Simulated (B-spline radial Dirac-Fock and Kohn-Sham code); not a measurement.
Binding energies of Rb in different valence configurations

These are calculated numbers from a radial B-spline solver; the model is Dirac-Fock (average of configuration) total-energy differences with a finite nucleus, the Breit interaction including its frequency dependence, and self-energy and vacuum-polarisation corrections. No correlation.

Reference: the tabulated ground configuration [Kr] 5s1, with 2s 2077.7 eV, 2p1/2 1871.5 eV, 3s 331.9 eV, 3p1/2 257.3 eV, 3d5/2 115.9 eV, 4p3/2 20.01 eV, Kα1 13393.7 eV, Kβ1 14957.4 eV, Lα1 1695.8 eV.

Problem. One of these configurations gives the following shifts from the reference, in eV: average energy +2.17, 2s -0.52, 2p1/2 -0.49, 3s -0.52, 3p1/2 -0.51, 3d5/2 -0.48, 4p3/2 -0.20, Kα1 +0.15, Kβ1 +0.17, Lα1 -0.01. Which?
A. [Kr] 4d1
B. [Kr] 5p1

Solution. A. The others give [Kr] 5p1: 2s +1.32.
